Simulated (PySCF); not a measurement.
Species: C₂H₆N₂Si.
SMILES with atom numbers: `[N:1]#[C:2][CH2:3][SiH2:4][NH2:5]` (hydrogens: H6, H7 on C3; H8, H9 on Si4; H10, H11 on N5)

The same species was optimised twice, with GFN2-xTB and with PBE0-D3(BJ)/def2-SVP (PySCF), and the same property calculations (PySCF, gas phase) were run on both structures.

```
      coordinate  GFN2-xTB  PBE0-D3(BJ)/def2-SVP  change
      Si4–H8 (Å)     1.462                 1.492  +0.030
      Si4–H9 (Å)     1.469                 1.499  +0.030
       C2–C3 (Å)     1.424                 1.447  +0.023
       N1≡C2 (Å)     1.146                 1.159  +0.013
       C3–H7 (Å)     1.090                 1.102  +0.012
      C3–Si4 (Å)     1.919                 1.908  -0.011
       C3–H6 (Å)     1.090                 1.102  +0.012
      Si4–N5 (Å)     1.716                 1.724  +0.008
      N5–H11 (Å)     1.009                 1.016  +0.007
      N5–H10 (Å)     1.007                 1.014  +0.007
   C3–Si4–N5 (°)     104.1                 106.8    +2.7
   H8–Si4–H9 (°)     111.0                 108.7    -2.3
    N1–C2–C3 (°)     177.5                 176.1    -1.4
   C3–Si4–H9 (°)     107.7                 106.3    -1.4
   N5–Si4–H8 (°)     107.2                 108.5    +1.3
   Si4–C3–H6 (°)     110.1                 108.9    -1.2
    C2–C3–H7 (°)     109.1                 110.1    +1.0
    C2–C3–H6 (°)     108.7                 109.5    +0.8
C2–C3–Si4–N5 (°)       -55                   -52      +3
```

Rotational constants: A = 7385, B = 2575, C = 2106 MHz (GFN2-xTB) against A = 7185, B = 2575, C = 2074 MHz (PBE0-D3(BJ)/def2-SVP). Point groups within 0.08 Å: C1 and C1.

On the GFN2-xTB structure: HOMO (eV) -7.75 [PBE0/pcSseg-1]; LUMO (eV) 0.32 [PBE0/pcSseg-1]; dipole (D) 3.50 [PBE0/pcSseg-1]; GIAO shielding of N1 (ppm) -28.6 [PBE0/pcSseg-1]; GIAO shielding of C2 (ppm) 64.2 [PBE0/pcSseg-1]; GIAO shielding of C3 (ppm) 187.0 [PBE0/pcSseg-1]; GIAO shielding of Si4 (ppm) 385.4 [PBE0/pcSseg-1]; GIAO shielding of N5 (ppm) 262.7 [PBE0/pcSseg-1].

Task: What do these properties become on the PBE0-D3(BJ)/def2-SVP structure?

Result: 
```
                                    property          level  on GFN2-xTB  on PBE0-D3(BJ)/def2-SVP  change
                                   HOMO (eV)  PBE0/pcSseg-1        -7.75                    -7.76   -0.01
                                   LUMO (eV)  PBE0/pcSseg-1         0.32                     0.35   +0.03
                                  dipole (D)  PBE0/pcSseg-1         3.50                     3.65   +0.15
energy, GFN2-xTB geometry as zero (kcal/mol)  PBE0/pcSseg-1          0.0                     -1.2    -1.2
                  GIAO shielding of N1 (ppm)  PBE0/pcSseg-1        -28.6                    -37.0    -8.4
                  GIAO shielding of C2 (ppm)  PBE0/pcSseg-1         64.2                     62.0    -2.2
                  GIAO shielding of C3 (ppm)  PBE0/pcSseg-1        187.0                    181.6    -5.4
                 GIAO shielding of Si4 (ppm)  PBE0/pcSseg-1        385.4                    386.0    +0.6
                  GIAO shielding of N5 (ppm)  PBE0/pcSseg-1        262.7                    259.3    -3.4
```

The heavy atoms differ by 0.030 Å rms after alignment. Among all bonds Si4–H8 and Si4–H9 change most and about equally (+0.030 Å). Changes are differences of the printed values. Neither structure is proved a minimum here.

The values belong to the conformer `[N:1]#[C:2][CH2:3][SiH2:4][NH2:5]`: C2–C3–Si4–N5 -52°, H–N5–Si4–C3 -161°, H–N5–Si4–C3 58°.
